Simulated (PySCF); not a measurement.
A structure optimised at PBE-D3(BJ)/def2-SVP, used in a PySCF frequency run:

```xyz
10

C     -0.2635     1.9774     0.0000
C      0.1636     0.8315     0.0000
C      0.6441    -0.5490     0.0000
C     -0.4847    -1.5939     0.0000
H     -0.6338     2.9925     0.0000
H      1.3000    -0.7020     0.8856
H      1.3000    -0.7020    -0.8856
H     -0.0657    -2.6197     0.0000
H     -1.1286    -1.4822    -0.8946
H     -1.1286    -1.4822     0.8946
```

Task: Write its SMILES, formula and point group.

Result: C#CCC, C4H6, Cs

Task: What are its rotational constants (standard atomic weights)?

Result: 27.264, 4.4459, 4.0167 GHz
